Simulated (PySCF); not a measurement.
# Working out the ionisation energy of F⁺

F⁺ [He] 2s2 2p4 (3P) → F²⁺ [He] 2s2 2p3 (4S). Computed with PySCF 2.14 in pcseg-2 (4s3p2d1f, 30 functions), with no relativity, point nucleus. Frozen: 1s2. Energies in hartree (1 hartree = 27.21139 eV):

| part | F⁺ (lower) | F²⁺ (upper) |
| --- | --- | --- |
| UHF | -98.830028 | -97.600645 |
| CCSD correlation | -0.149319 | -0.105287 |
| (T) | -0.001799 | -0.001010 |

Question: What does Hartree-Fock give?

Answer: (-97.600645) − (-98.830028) = 1.229383 hartree = 33.453 eV.

Question: What do CCSD and CCSD(T) give?

Answer: The CCSD correlation energies differ by 0.044032 hartree = 1.198 eV and the triples by 0.000789 hartree = 0.021 eV, so CCSD gives 34.651 eV and CCSD(T) 34.672 eV.

Measured between the centres of the two terms (NIST): 34.950 eV, so CCSD(T) (valence) is off by -0.278 eV.

What remains against the reference includes basis incompleteness, the frozen core and higher excitations.
